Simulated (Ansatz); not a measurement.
C$_{2}$H$_{8}$S$_{2}$Si, SMILES `CS[SiH](C)S`. Total charge 0; spin multiplicity 1.

Cartesian coordinates in Å:
```
C -1.0078 1.5915 -0.8849
S -1.7047 0.4916 0.3800
Si -0.1480 -0.9453 0.5500
C 1.4857 -0.2251 1.0813
S 0.2609 -1.9136 -1.3198
H -1.8107 2.2548 -1.2042
H -0.6579 1.0162 -1.7422
H -0.1936 2.1912 -0.4792
H -0.6802 -1.9080 1.5471
H 1.3743 0.2825 2.0417
H 1.8534 0.4973 0.3493
H 2.2347 -1.0135 1.1876
H -1.0060 -2.3195 -1.5068
```

Q: What are the harmonic wavenumbers in cm⁻¹ at PBE0-D4/def2-TZVP (Ansatz, finite differences of forces, unscaled)? (An estimate is asked.)

A: Computed: 72, 119, 138, 148, 169, 187, 240, 290, 459, 534, 637, 687, 729, 746, 779, 839, 880, 973, 987, 1274, 1346, 1444, 1448, 1469, 1478, 2227, 2713, 3054, 3064, 3140, 3146, 3156, 3163.

Q: Is this a minimum?

A: Yes, all 33 modes are real.

Q: Give the ideal-gas thermochemistry at 298.15 K and 1 bar (rigid rotor, harmonic oscillator; point group C1, symmetry number 1).

A: Zero-point energy 249.6 kJ/mol; H(298) − E = 275.7 kJ/mol; entropy 388.3 J/(mol·K), of which translation 169.0, rotation 118.2, vibration 101.1; G(298) − E = 160.0 kJ/mol. Modes under 100 cm⁻¹ are hindered rotations or soft bends, so the harmonic entropy is rough.

Q: And at 400, 500, 600, 800 and 1000 K?

A: 
```tsv
T (K)	H − E (kJ/mol)	S (J/mol/K)	G − E (kJ/mol)
400	290.6	431.0	118.2
500	307.4	468.4	73.2
600	325.9	502.1	24.7
800	367.1	561.2	-81.8
1000	412.5	611.8	-199.2
```
